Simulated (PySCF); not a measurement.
Electronic structure of As (arsenic, neutral) at the UHF level

Configuration: [Ar] 3d10 4s2 4p3, high-spin 4S determinant. Computed with PySCF 2.14 in 6-31G* (5s4p3d, 32 functions), with no relativity, point nucleus.

```
Total energy                                     : -2233.902271 hartree
One-electron energy                              : -3113.6459 hartree
Hartree (Coulomb) energy                         : 961.1977 hartree
Exchange energy                                  : -81.4540 hartree
Kinetic energy                                   : 2233.21931 hartree
⟨S²⟩                                             : 3.7507
⟨L²⟩                                             : 0.000
Sum of ⟨r⟩                                       : 24.78 bohr
Sum of ⟨r²⟩                                      : 40.84 bohr²
Density at the nucleus (Gaussians lack the cusp) : 23200 bohr⁻³
Spin density at the nucleus                      : -0.0447 bohr⁻³
Langevin diamagnetic susceptibility              : -32.3 ×10⁻⁶ cm³/mol
Time after the integrals                         : 0.07 s of wall time on 1 thread of Neoverse-V2 (shared host)
```

```
shell  electrons  mean orbital energy (eV)  rms radius, mean of both spins (bohr)
 1s α          1                  -11771.5                                 0.0537
 1s β          1                  -11771.3                                 0.0537
 2s α          1                   -1533.4                                  0.223
 2s β          1                   -1533.3                                  0.223
 2p α          3                   -1366.0                                  0.198
 2p β          3                   -1365.8                                  0.198
 3s α          1                   -219.27                                  0.650
 3s β          1                   -218.88                                  0.650
 3p α          3                   -160.86                                  0.671
 3p β          3                   -160.32                                  0.671
 3d α          5                   -57.583                                  0.750
 3d β          5                   -57.306                                  0.750
 4s α          1                   -22.230                                   2.18
 4s β          1                   -15.125                                   2.18
 4p α          3                   -10.070                                   2.70
```
